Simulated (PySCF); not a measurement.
O2W, SMILES [O]=[W]=[O], multiplicity 1. Heavy atoms are numbered as in [W:1](=[O:2])=[O:3].

Geometry optimised at PBE0-D3(BJ)/def2-TZVP. The spin state was assumed, not searched. The def2 effective core potentials stand for the cores of W; spin–orbit coupling is left out.

Calculation: ωB97X/def2-TZVPD (PySCF).

Mulliken values depend strongly on the basis, most of all with diffuse functions as here. ESP charges are fitted to the potential on shells at 1.4 to 2.0 van der Waals radii. Atomic charges (e), one atom of each kind:

| atom | Mulliken | ESP fit |
|---|---|---|
| W1 | 0.95 | 0.68 |
| O2 | -0.47 | -0.34 |
